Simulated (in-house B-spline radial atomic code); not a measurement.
**HSE06 excitations of Mg8+**

Method: HSE06. Computed with an all-electron radial atomic-structure program (B-spline basis): linear response of the closed shell [He] 2s2 with the functional's adiabatic kernel; non-relativistic, point nucleus, no spin-orbit coupling, no double excitations, S, P, D and F terms only.

Command:
```bash
python run_td.py task.json out
```
Settings (radii: box in bohr, nucleus in fm):
```
Z                        12
electrons                4
configuration            [He] 2s2
hamiltonian              nr
method                   hse06
box_radius               11.59
intervals                48
```

Cost of the run: 0.1 s on 1 thread of Intel(R) Xeon(R) Platinum 8488C (Sapphire Rapids), on a shared host.

The lowest states, in the order of their Tamm-Dancoff energies; the method's threshold (minus the highest occupied level) is 312.51 eV. Labels give the largest channel, * marks a mixed state, and oscillator strengths are full-response dipole values. Semilocal kernels can invert the small singlet-triplet splittings of Rydberg terms. Energies in eV:

| state | full response | Tamm-Dancoff | oscillator strength |
| --- | --- | --- | --- |
| 2s → 2p 3P | 12.937 | 15.057 | - |
| 2s → 2p 1P | ? | ? | ? |
| 2s → 3s 3S | 186.33 | 186.35 | - |
| 2s → 3s 1S | 189.81 | 189.84 | - |
| 2s → 3p 3P | 193.15 | 193.16 | - |
| 2s → 3p 1P | 194.23 | 194.24 | 0.563 |
| 2s → 3d 3D | 196.79 | 196.83 | - |
| 2s → 3d 1D | 199.70 | 199.70 | - |
| 2s → 4s 3S | 246.54 | 246.54 | - |
| 2s → 4s 1S | 247.56 | 247.57 | - |
| 2s → 4p 3P | ? | ? | - |
| 2s → 4p 1P | 249.59 | 249.59 | 0.148 |
| 2s → 4d 3D | 250.91 | 250.92 | - |
| 2s → 4d 1D | 251.84 | 251.84 | - |
| 2s → 4f 3F | 252.71 | 252.72 | - |
| 2s → 4f 1F | 252.84 | 252.84 | - |

Problem. Where does 2s → 2p 1P lie?

Solution. At 30.50 eV in full response, 31.91 eV in Tamm-Dancoff, oscillator strength 0.298.

Problem. Where does 2s → 4p 3P lie?

Solution. At 249.27 eV in full response, 249.27 eV in Tamm-Dancoff.

Problem. How large is the singlet-triplet splitting of 2s → 2p (P terms) in Tamm-Dancoff?

Solution. 16.8 eV, from the unrounded values.

Problem. What polarisabilities and dispersion coefficient does the method give?

Solution. Dipole 0.2547 bohr³, quadrupole 0.02629 bohr⁵, C6 0.06153 hartree·bohr⁶ for two such species.
